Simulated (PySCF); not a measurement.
H2O, charge +1, doublet, geometry from GFN2-xTB (a state made from the parent by changing its charge; the spin is typed, not shown lowest); BLYP/def2-SVP (PySCF).

The PySCF input:
```python
from pyscf import gto, scf, dft

mol = gto.M(
    atom='''
O     0.00304205    0.09881265    0.01236920
H    -0.88496403   -0.36772186   -0.05473967
H     0.86062761   -0.42277933   -0.04421396
''',
    basis='def2-svp',
    charge=1,
    spin=1,
    verbose=4,
    symmetry=True,
)

mf = dft.UKS(mol)
mf.xc = 'blyp'
mf.irrep_nelec = {'A1': (3, 3), 'A2': (1, 0), 'B1': (0, 0), 'B2': (1, 1)}
mf.kernel()
mf.analyze()
```

What the program printed (banner, timings and long lists left out):

```
PySCF version 2.14.0

[INPUT] verbose = 4
[INPUT] num. atoms = 3
[INPUT] num. electrons = 9
[INPUT] charge = 1
[INPUT] spin (= nelec alpha-beta = 2S) = 1
[INPUT] symmetry True subgroup None
[INPUT] Mole.unit = angstrom
[INPUT] Symbol           X                Y                Z      unit          X                Y                Z       unit  Magmom
[INPUT]  1 O      0.003042050000   0.098812650000   0.012369200000 AA    0.005748641357   0.186728846143   0.023374400380 Bohr   0.0
[INPUT]  2 H     -0.884964030000  -0.367721860000  -0.054739670000 AA   -1.672339646791  -0.694893605416  -0.103442984449 Bohr   0.0
[INPUT]  3 H      0.860627610000  -0.422779330000  -0.044213960000 AA    1.626350478139  -0.798937144827  -0.083552275282 Bohr   0.0

nuclear repulsion = 8.72483904675543
point group symmetry = C2v
symmetry origin: [-3.77945224e-09  1.88972613e-09 -5.66917837e-09]
symmetry axis x: [ 0.00989113  0.12390307 -0.99224503]
symmetry axis y: [ 0.99948481 -0.03152461  0.00602677]
symmetry axis z: [0.03053341 0.99179344 0.12415105]
num. orbitals of irrep A1 = 11
num. orbitals of irrep A2 = 2
num. orbitals of irrep B1 = 4
num. orbitals of irrep B2 = 7
number of shells = 12
number of NR pGTOs = 38
number of NR cGTOs = 24
basis = def2-svp
ecp = {}

******** <class 'pyscf.dft.uks_symm.SymAdaptedUKS'> ********
method = SymAdaptedUKS
initial guess = minao
damping factor = 0
level_shift factor = 0
DIIS = <class 'pyscf.scf.diis.CDIIS'>
diis_start_cycle = 1
diis_space = 8
diis_damp = 0
SCF conv_tol = 1e-09
SCF conv_tol_grad = None
SCF max_cycles = 50
direct_scf = True
direct_scf_tol = 1e-13
number electrons alpha = 5  beta = 4
irrep_nelec {'A1': (3, 3), 'A2': (1, 0), 'B1': (0, 0), 'B2': (1, 1)}
XC library pyscf.dft.libxc version 7.1.2
    S. Lehtola, C. Steigemann, M. J. T. Oliveira, and M. A. L. Marques,  SoftwareX 7, 1–5 (2018)
XC functionals = blyp
    A. D. Becke,  Phys. Rev. A 38, 3098 (1988)
    C. Lee, W. Yang, and R. G. Parr,  Phys. Rev. B 37, 785 (1988)
    B. Miehlich, A. Savin, H. Stoll, and H. Preuss,  Chem. Phys. Lett. 157, 200 (1989)
radial grids:
    Treutler-Ahlrichs [JCP 102, 346 (1995); DOI:10.1063/1.469408] (M4) radial grids

becke partition: Becke, JCP 88, 2547 (1988); DOI:10.1063/1.454033
pruning grids: <function nwchem_prune>
grids dens level: 3
symmetrized grids: True
atomic radii adjust function: <function treutler_atomic_radii_adjust>
small_rho_cutoff = 0
Freeze 9 electrons in irreps ['A1', 'A2', 'B1', 'B2']
    0 free electrons in irreps
Set gradient conv threshold to 3.16228e-05
tot grids = 33704
init E= -76.2503562717877

cycle= 1 E= -74.2252079183039  delta_E= 2.03  |g|= 0.348  |ddm|= 1.42

cycle= 2 E= -74.2186360391407  delta_E= 0.00657  |g|= 0.384  |ddm|= 0.477

cycle= 3 E= -74.2771257162181  delta_E= -0.0585  |g|= 0.00929  |ddm|= 0.252

cycle= 4 E= -74.2771742278187  delta_E= -4.85e-05  |g|= 0.00194  |ddm|= 0.00834

cycle= 5 E= -74.2771764608475  delta_E= -2.23e-06  |g|= 0.000429  |ddm|= 0.00195

cycle= 6 E= -74.2771765882078  delta_E= -1.27e-07  |g|= 2.7e-05  |ddm|= 0.000563

cycle= 7 E= -74.2771765886157  delta_E= -4.08e-10  |g|= 1.76e-06  |ddm|= 2.96e-05

Extra cycle  E= -74.2771765886165  delta_E= -7.96e-13  |g|= 1.22e-06  |ddm|= 2.26e-06
converged SCF energy = -74.2771765886165  <S^2> = 0.75231385  2S+1 = 2.0023125
**** SCF Summaries ****
Total Energy =                         -74.277176588616499
Nuclear Repulsion Energy =               8.724839046755431
One-electron Energy =                 -114.735134419961071
Two-electron Energy =                   31.733118784589141
Two-electron Coulomb Energy =           40.633523236517114
DFT Exchange-Correlation Energy =       -8.900404451927972
Wave-function symmetry = A2
alpha occupancy for each irrep:     A1   A2   B1   B2
                                     3    1    0    1
beta  occupancy for each irrep:     A1   A2   B1   B2
                                     3    0    0    1
**** MO energy ****
alpha MO #1 (A1 #1), energy= -19.5421593360936 occ= 1
alpha MO #2 (A1 #2), energy= -1.44088403030058 occ= 1
alpha MO #3 (B2 #1), energy= -0.992129488480323 occ= 1
alpha MO #4 (A1 #3), energy= -0.856311681973161 occ= 1
alpha MO #5 (A2 #1), energy= 0.756578964133674 occ= 1
alpha MO #6 (B1 #1), energy= -0.854836730116915 occ= 0
alpha MO #7 (A1 #4), energy= -0.325856058113553 occ= 0
alpha MO #8 (B2 #2), energy= -0.252255516771587 occ= 0
alpha MO #9 (A1 #5), energy= 0.142056884407637 occ= 0
alpha MO #10 (B2 #3), energy= 0.198443732836858 occ= 0
alpha MO #11 (B1 #2), energy= 0.339342290660065 occ= 0
alpha MO #12 (A1 #6), energy= 0.36658916248927 occ= 0
alpha MO #13 (B2 #4), energy= 0.517516143090389 occ= 0
alpha MO #14 (A1 #7), energy= 0.577225625184395 occ= 0
alpha MO #15 (B1 #3), energy= 1.06947026816732 occ= 0
alpha MO #16 (A1 #8), energy= 1.10960391057887 occ= 0
alpha MO #17 (B2 #5), energy= 1.23544996988039 occ= 0
alpha MO #18 (A1 #9), energy= 1.65328522215927 occ= 0
alpha MO #19 (B2 #6), energy= 1.67907115690404 occ= 0
alpha MO #20 (B1 #4), energy= 2.14745276061714 occ= 0
alpha MO #21 (A2 #2), energy= 2.31775748614753 occ= 0
alpha MO #22 (A1 #10), energy= 2.35110733861088 occ= 0
alpha MO #23 (A1 #11), energy= 3.00849886199585 occ= 0
alpha MO #24 (B2 #7), energy= 3.05127764464284 occ= 0
beta  MO #1 (A1 #1), energy= -19.5446208905576 occ= 1
beta  MO #2 (A1 #2), energy= -1.42514352099865 occ= 1
beta  MO #3 (B2 #1), energy= -0.963017613285992 occ= 1
beta  MO #4 (A1 #3), energy= -0.85223030882698 occ= 1
beta  MO #5 (B1 #1), energy= -0.841415711509323 occ= 0
beta  MO #6 (A1 #4), energy= -0.287781459849612 occ= 0
beta  MO #7 (B2 #2), energy= -0.213754756194372 occ= 0
beta  MO #8 (A1 #5), energy= 0.166575453392082 occ= 0
beta  MO #9 (B2 #3), energy= 0.220187474844649 occ= 0
beta  MO #10 (B1 #2), energy= 0.358425555272041 occ= 0
beta  MO #11 (A1 #6), energy= 0.370763468926333 occ= 0
beta  MO #12 (B2 #4), energy= 0.530815361794112 occ= 0
beta  MO #13 (A1 #7), energy= 0.587768114949986 occ= 0
beta  MO #14 (A2 #1), energy= 0.92045026876235 occ= 0
beta  MO #15 (A1 #8), energy= 1.14035007150461 occ= 0
beta  MO #16 (B1 #3), energy= 1.21549421827584 occ= 0
beta  MO #17 (B2 #5), energy= 1.27381400938854 occ= 0
beta  MO #18 (A1 #9), energy= 1.68416369249473 occ= 0
beta  MO #19 (B2 #6), energy= 1.7204325562808 occ= 0
beta  MO #20 (B1 #4), energy= 2.18213837332127 occ= 0
beta  MO #21 (A1 #10), energy= 2.36743458877316 occ= 0
beta  MO #22 (A2 #2), energy= 2.38891362739269 occ= 0
beta  MO #23 (A1 #11), energy= 3.02091228943577 occ= 0
beta  MO #24 (B2 #7), energy= 3.06227389048131 occ= 0
 ** Mulliken pop alpha/beta on meta-lowdin orthogonal AOs **
 ** Mulliken pop       alpha | beta **
pop of  0 O 1s        0.99997 | 0.99997
pop of  0 O 2s        0.84697 | 0.85399
pop of  0 O 3s        0.00153 | 0.00171
pop of  0 O 2px       0.77954 | 0.80561
pop of  0 O 2py       0.91150 | 0.92447
pop of  0 O 2pz       0.01430 | 0.01450
pop of  0 O 3px       0.00797 | 0.00934
pop of  0 O 3py       0.00525 | 0.00596
pop of  0 O 3pz       0.00008 | 0.00009
pop of  0 O 3dxy      0.00417 | 0.00192
pop of  0 O 3dyz      0.00017 | 0.00003
pop of  0 O 3dz^2     0.00060 | 0.00062
pop of  0 O 3dxz      0.13958 | 0.00003
pop of  0 O 3dx2-y2    0.00029 | 0.00019
pop of  1 H 1s        0.20693 | 0.18338
pop of  1 H 2s        0.00729 | 0.00672
pop of  1 H 2px       0.00070 | 0.00060
pop of  1 H 2py       0.00670 | 0.00008
pop of  1 H 2pz       0.42242 | 0.00000
pop of  2 H 1s        0.20693 | 0.18338
pop of  2 H 2s        0.00729 | 0.00672
pop of  2 H 2px       0.00068 | 0.00059
pop of  2 H 2py       0.00672 | 0.00010
pop of  2 H 2pz       0.42242 | 0.00000
In total             5.00000 | 4.00000
 ** Mulliken atomic charges   ( Nelec_alpha | Nelec_beta ) **
charge of  0O =      0.66963  (     3.71193      3.61844 )
charge of  1H =      0.16518  (     0.64404      0.19078 )
charge of  2H =      0.16518  (     0.64404      0.19078 )

WARN: System has nonzero charge 1; the dipole moment is origin-dependent.
Location of origin: [0. 0. 0.]

Dipole moment(X, Y, Z, Debye): -0.02095, -0.68062, -0.08520
```
